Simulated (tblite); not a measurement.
Compound: C2H7B3F3N.
SMILES with atom numbers: `[BH2:1][N:2]([BH2:3])[BH:4][CH2:5][C:6]([F:7])([F:8])[F:9]` (hydrogens: H10, H11 on B1; H12, H13 on B3; H14 on B4; H15, H16 on C5)

Computed with GFN2-xTB (tblite), gas phase: L-BFGS steps from a force-field or distance-geometry start until the largest atomic force falls under 0.01 eV/Å.

Step 53: E = -782.5558 eV
```
atom  x, y, z in Å  |  force x, y, z in eV/Å
B1     -2.1339    1.5100    0.1628    0.004  -0.011  -0.028
N2     -1.3545    0.3029    0.1741    0.042   0.031   0.002
B3     -2.0051   -0.9704    0.0965    0.018   0.025  -0.036
B4      0.0691    0.4437    0.2611    0.047   0.013   0.004
C5      1.0478   -0.6514   -0.3626   -0.029   0.004  -0.008
C6      2.5021   -0.2509   -0.3164   -0.041  -0.012   0.002
F7      2.9768   -0.1734    0.9378    0.011   0.015  -0.023
F8      3.2994   -1.1267   -0.9618   -0.010   0.010   0.029
F9      2.7353    0.9435   -0.8869    0.014  -0.029   0.004
H10    -1.6089    2.5369    0.3554   -0.035  -0.024   0.021
H11    -3.2752    1.4519   -0.0739   -0.009   0.000   0.017
H12    -3.1522   -1.0137   -0.1063   -0.051  -0.021   0.011
H13    -1.3917   -1.9510    0.2655    0.004  -0.015  -0.007
H14     0.5211    1.4060    0.7468    0.029   0.005   0.006
H15     0.7977   -0.8355   -1.4098    0.003  -0.006  -0.010
H16     0.9646   -1.6130    0.1477    0.004   0.017   0.016
```

Step 54: E = -782.5564 eV
```
atom  x, y, z in Å  |  force x, y, z in eV/Å
B1     -2.1360    1.5093    0.1690   -0.007  -0.012  -0.052
N2     -1.3535    0.3041    0.1782    0.034   0.032  -0.003
B3     -2.0022   -0.9697    0.0939    0.014   0.024  -0.044
B4      0.0703    0.4463    0.2619    0.030   0.031   0.005
C5      1.0462   -0.6500   -0.3631   -0.014   0.008   0.004
C6      2.5010   -0.2521   -0.3171   -0.021  -0.009   0.003
F7      2.9742   -0.1687    0.9375    0.007   0.014  -0.022
F8      3.2975   -1.1335   -0.9558   -0.008   0.004   0.024
F9      2.7398    0.9383   -0.8938    0.001  -0.029   0.005
H10    -1.6103    2.5370    0.3543   -0.041  -0.018   0.030
H11    -3.2787    1.4492   -0.0664    0.020   0.001   0.031
H12    -3.1483   -1.0147   -0.1143   -0.053  -0.018   0.016
H13    -1.3881   -1.9500    0.2580    0.010  -0.026  -0.001
H14     0.5221    1.4105    0.7458    0.027  -0.013  -0.002
H15     0.7956   -0.8375   -1.4097    0.001  -0.004  -0.002
H16     0.9630   -1.6094    0.1517    0.001   0.014   0.009
```

Task: Estimate the geometry and energy of step 55. (The exact step hangs on the optimiser's Hessian estimate; all steps are aligned on step 54, rigid shifts and turns removed.)

Result: E = -782.5571 eV, largest force 0.071 eV/Å
```
atom  x, y, z in Å  |  force x, y, z in eV/Å
B1     -2.1381    1.5088    0.1736   -0.012  -0.027  -0.065
N2     -1.3520    0.3059    0.1812    0.018   0.022  -0.010
B3     -1.9984   -0.9690    0.0908    0.021   0.012  -0.044
B4      0.0719    0.4502    0.2628    0.003   0.042   0.007
C5      1.0439   -0.6480   -0.3631    0.012   0.011   0.014
C6      2.4993   -0.2538   -0.3179    0.010  -0.002   0.002
F7      2.9721   -0.1643    0.9363    0.000   0.012  -0.007
F8      3.2944   -1.1411   -0.9496   -0.005  -0.014   0.013
F9      2.7449    0.9317   -0.9011   -0.015  -0.015  -0.001
H10    -1.6137    2.5360    0.3563   -0.031   0.013   0.040
H11    -3.2808    1.4473   -0.0630    0.025  -0.003   0.037
H12    -3.1442   -1.0170   -0.1173   -0.059  -0.010   0.016
H13    -1.3829   -1.9499    0.2474    0.011  -0.019   0.002
H14     0.5225    1.4157    0.7464    0.029  -0.028  -0.010
H15     0.7927   -0.8384   -1.4090   -0.002  -0.004   0.004
H16     0.9606   -1.6050    0.1562   -0.005   0.009   0.002
```

The energy changes by -0.0006 eV. The first-order estimate −F·Δx gives -0.0009 eV and the mean of the old and new forces, exact on a quadratic surface, -0.0006 eV. The step makes an angle of 76° with the force vector and moves no atom by more than 0.012 Å.

The cost below is that of the whole relaxation. The run took 2.6 s wall, 2.1 s CPU on Intel Xeon at 2.50 GHz, one thread, no GPU, shared host with 64 logical CPUs at a one-minute load of 54.
